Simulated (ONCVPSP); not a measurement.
**Which change was made? (F, ONCV)**

fluorine (F), optimised norm-conserving Vanderbilt (ONCV), made with ONCVPSP 4.0.1 (PBE, scalar-relativistic). Core [He], reference 2s2 2p5. Waves: 2s: rc 0.70 bohr, ncon 3, nbas 8, qcut 10.2 1/bohr, 2 projectors, debl 2.8 Ha; 2p: rc 1.80 bohr, ncon 4, nbas 9, qcut 6.7 1/bohr, 2 projectors, debl 0.8 Ha; d scattering state at 0.06 Ha: rc 1.80 bohr, ncon 3, nbas 7, qcut 4.6 1/bohr, 2 projectors, debl 0.4 Ha. Local part: polynomial inside 0.55 bohr (lpopt 2, dvloc0 0 Ha). Core correction: Teter function, fcfact 3.5, rcfact 1.3.

Cutoffs, loose and tight: the cutoffs (Ha) at which the residual kinetic energy of the hardest occupied pseudo-wave falls to 1 and 0.1 mHa per electron. They do not see the model core or the augmentation charge, which bear on the density cutoff. Test errors are all-electron minus pseudo excitation energies from the reference, over the configurations 2s2 2p4; 2s2 2p3; 2s2 2p2; 2s1 2p6; variants that change the core or the reference have their own tests.

The base gives: outcome: generated; cutoff, loose: 49 Ha; cutoff, tight: 237 Ha; bound ghosts: none; GHOST(+) flags above zero: d; largest test error (meV): +3565.

(1) After one change the result is: outcome: generated; cutoff, loose: 58 Ha; cutoff, tight: 210 Ha; bound ghosts: none; GHOST(+) flags above zero: d; largest test error (meV): +1831. Which change was it?
A. all radii but the core radius scaled by about 0.90 (s 0.64, p 1.62, d 1.62 bohr); local potential polynomial inside 0.50 bohr (lpopt 2, dvloc0 0 Ha)
B. all radii but the core radius scaled by about 0.77 (s 0.54, p 1.38, d 1.38 bohr); local potential polynomial inside 0.42 bohr (lpopt 2, dvloc0 0 Ha)
C. all radii but the core radius scaled by about 1.29 (s 0.90, p 2.32, d 2.32 bohr); local potential polynomial inside 0.72 bohr (lpopt 2, dvloc0 0 Ha)

Answers

(1) B. The others give: all radii but the core radius scaled by about 0.90 (s 0.64, p 1.62, d 1.62 bohr); local potential polynomial inside 0.50 bohr (lpopt 2, dvloc0 0 Ha) → outcome: generated; cutoff, loose: 53 Ha; cutoff, tight: 283 Ha; bound ghosts: none; GHOST(+) flags above zero: d; largest test error (meV): +2776 | all radii but the core radius scaled by about 1.29 (s 0.90, p 2.32, d 2.32 bohr); local potential polynomial inside 0.72 bohr (lpopt 2, dvloc0 0 Ha) → outcome: generated; cutoff, loose: 39 Ha; cutoff, tight: 48 Ha; bound ghosts: none; GHOST(+) flags above zero: d; largest test error (meV): +6259.
